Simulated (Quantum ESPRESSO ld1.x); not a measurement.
Q: These are the eigenvalues of the occupied orbitals of an atom or ion with whole-number occupations (eV). All-electron calculation, non-relativistic Kohn-Sham, LDA (Slater exchange, VWN5 correlation), spin-polarised, spherical densities, point nucleus. Program: ld1.x of Quantum ESPRESSO 7.5.

| orbital | eigenvalue |
|---|---|
| 1s | -229.142 |

Which element is it, and in what charge state? The configuration may be excited. Open shells, if any, are filled with parallel spins first.

A: Z = 5, boron, charge +3: B3+ in [He]. The 1s level, -8.4208 hartree, gives Z - s = 4.1 by -(Z - s)^2/2, which with screening narrows Z to a few neighbours, and with so few levels the electron count can be read from the list.
